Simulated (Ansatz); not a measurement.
Computed with Ansatz on PBE0-D4/def2-TZVP structures; ΔE is electronic, products minus reactants. CBS: MP2 limit from def2 TZ/QZ plus the TZ coupled-cluster correction, frozen cores. This one scheme is used for every species. DFT in def2-TZVPP. B3LYP here is the variant with VWN-RPA as its local correlation; programs differ in this. For Ge outer-core shells are correlated without core-valence functions, which leaves a few kJ/mol of doubt a bond. Scalar relativity is left out up to krypton.

`F[C@H]1C[C@@H]1[GeH3]` + H–F → `F[C@H]1C[C@@H]1F` + GeH₄  (substitution at a C–Ge bond)

```
             level  ΔE (eV)
           PBE0-D4     0.72
          B3LYP-D4     0.66
           ωB97M-V     0.69
             B3LYP     0.56
SCS-MP2/def2-TZVPP     0.87
   CCSD/def2-TZVPP     0.80
CCSD(T)/def2-TZVPP     0.83
      HF/CBS(def2)     0.51
```

What does CCSD(T)/CBS give? (An estimate is asked.)

The calculation gave: +0.89 eV. The listed levels differ from it by -0.17, -0.23, -0.20, -0.33, -0.02, -0.09, -0.06, -0.38 eV.

Largest T1 diagnostic among the species: 0.012.

In def2-TZVPP, CCSD(T) changes the Hartree–Fock value by +0.32 eV (the triples alone add +0.03 eV) and MP2 by +0.48 eV. From PBE to PBE0 (25 % exact exchange), in def2-TZVPP and without D4, ΔE moves by +0.05 eV. The D4 term adds +0.10 eV with B3LYP and +0.06 eV with PBE0; it sums over pairs of atoms, weighted by their polarisabilities, and B3LYP, whose exchange is more repulsive, gets the larger term.
